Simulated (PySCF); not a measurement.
Compound: C5H11O2Si (doublet state).
Structure used (GFN2-xTB), in Å, numbered top down from 1:
```
atom  x, y, z in Å
C1    -1.3237    1.4448   -1.0938
O2    -0.3876    0.4574   -0.7525
C3    -0.6842   -0.3057    0.4028
C4    -1.8167   -1.3228    0.1640
C5     0.5736   -0.9914    0.7742
Si6    2.0725   -0.7052   -0.2440
C7     2.5446    1.1389    0.1101
O8     3.3880    1.4887    0.8906
H9    -1.5235    2.1133   -0.2466
H10   -2.2707    1.0134   -1.4360
H11   -0.8837    2.0186   -1.9078
H12   -1.0117    0.3759    1.2150
H13   -2.7563   -0.8176   -0.0471
H14   -1.9447   -1.9395    1.0490
H15   -1.5529   -1.9574   -0.6781
H16    0.5566   -1.5665    1.6852
H17    1.9010   -0.7951   -1.6943
H18    3.1722   -1.5416    0.2367
H19    1.9374    1.9010   -0.4196
```

The hyperfine couplings belong to this conformer and change with its torsions.

The species is `CO[C@@H](C)[CH][SiH2]C=O` [radical].

Computed, not measured: PySCF 2.14.0, UKS B3LYP, pcH-1 on C H O Si, non-relativistic, mean-field spin-orbit, GIAO. Geometry: GFN2-xTB, one conformer, isolated molecule. A GFN2-xTB geometry isn't a minimum of the functional, and hyperfine couplings can be far from their values at a DFT geometry. No stability test was run, so a lower SCF solution isn't excluded.

Task: Break the g tensor into its mass correction, gauge correction and orbital-Zeeman/spin–orbit terms.

Result: 
| Δg (ppm) | 1 | 2 | 3 |
| --- | --- | --- | --- |
| relativistic mass correction | -140 | -140 | -140 |
| gauge correction | 10 | 27 | 38 |
| orbital Zeeman/spin–orbit | -158 | 861 | 944 |
| total | -288 | 748 | 842 |

So g = 2.00203, 2.00307, 2.00316 and g_iso = 2.00275; the tensor is close to axial: the two nearest values differ by 8 % of g3 − g1. Axes: g3 points within 5° of the C5–H16 bond.

Task: At 93.68 GHz, how far is the centre of the isotropic spectrum from where a free electron (g = 2.002319) resonates?

Result: B = hν/(g μB) with μB/h = 13.99624 MHz/mT gives 3342.74 mT for the free electron and 3342.01 mT at g_iso, 0.72 mT lower.

Task: What effective moment and Curie constant follow for a powder?

Result: With the mean of g² = 4.0110 and S(S+1) = 0.75: μ_eff = √(⟨g²⟩S(S+1)) = 1.734 μB and χT = 0.12505·⟨g²⟩·S(S+1) = 0.376 cm³ K/mol (cgs; spin-Hamiltonian part alone).

Task: In a frozen sample, at which fields do the three g values resonate at 9.5, 34, 94 and 263 GHz (hyperfine left aside), and which band first spreads them over more than twice a line width of 0.3 mT?

Result: 
```csv
band,GHz,B(g3) mT,B(g2) mT,B(g1) mT,spread mT
X,9.5,338.84,338.86,339.03,0.19
Q,34.0,1212.69,1212.75,1213.38,0.68
W,94.0,3352.74,3352.90,3354.64,1.89
J,263.0,9380.55,9380.99,9385.84,5.30
```

The spread grows in proportion to the frequency. Q band is the first where it exceeds 0.6 mT.

The Mulliken spin populations are largest on C5 (+0.96) and C3 (-0.07). No atom but C5 exceeds +0.15. The positive populations add up to 1.15 and the negative ones to -0.15, together 2S = 1. The angles at C5 add up to 359.8°, so it is planar; its axial dipolar tensor and the negative coupling of its proton fit spin in a p orbital normal to that plane.

The HOMO–LUMO gaps are 4.62 eV among the α and 3.63 eV among the β orbitals.
